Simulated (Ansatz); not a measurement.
**Worked example: C3H9B + GaH2(NH2) → C3H10BN + GaH3**

Species: C3H9B `BC(C)C`, singlet; GaH2(NH2), singlet; C3H10BN `CC(C)BN`, singlet; GaH3 `[GaH3]`, singlet. The partners trade H for NH2: B–H and Ga–NH2 bonds give way to B–NH2 and Ga–H.

Shapes, held fixed at every level: PBE0-D4/def2-TZVP. Flexible molecules stand in one conformer, not always the lowest. Programs: Ansatz 0.2.0. The zero-point and thermal change to 298 K, harmonic and unscaled (PBE0-D4/def2-TZVP), is +2.5 kJ/mol.

At CCSD(T)/def2-TZVPP; 1 Eh = 2625.50 kJ/mol:

```
  species   energy (Eh)
    C3H9B   -144.272965
GaH2(NH2)  -1980.546097
  C3H10BN   -199.623798
     GaH3  -1925.228007
```

Problem. Work out ΔH(298 K) of the reaction at this level.

Solution. 
1. Products less reactants: (-199.623798) + (-1925.228007) − [(-144.272965) + (-1980.546097)] = -0.032743 Eh = -86.0 kJ/mol.
2. With the thermal change: -86.0 + (+2.5) = -83.5 kJ/mol.

Other levels give -97.7 (CCSD(T)/def2-SVP) to -83.2 kJ/mol (HF/def2-TZVPP). No measured value is set beside it here. Relativity is left out for Ga. Outer-core shells of Ga are correlated, in sets that cover them unevenly.
